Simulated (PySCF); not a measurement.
C3H9OSi, SMILES C[Si](C)(C)[O], multiplicity 2. The structure is a stationary point at PBE-D3(BJ)/def2-SVP. The isomer is the one that the SMILES or the coordinates give; other isomers of the formula were not compared.

Computed equilibrium geometry at PBE-D3(BJ)/def2-SVP (PySCF confirms it by a frequency run) as Cartesian coordinates in Å, and its point group:
point group Cs.
```xyz
14

C      1.0169    -0.3124    -1.5582
Si     0.0350     0.1052     0.0000
C      1.0169    -0.3124     1.5582
C     -1.6082    -0.8871     0.0000
O     -0.5825     1.6581     0.0000
H      1.3039    -1.3846    -1.5687
H      0.4196    -0.0970    -2.4663
H      1.9481     0.2882    -1.6086
H      0.4196    -0.0970     2.4663
H      1.3039    -1.3846     1.5687
H      1.9481     0.2882     1.6086
H     -1.3224    -1.9603     0.0000
H     -2.2026    -0.6594    -0.9045
H     -2.2026    -0.6594     0.9045
```
Charge 0, spin multiplicity 2.
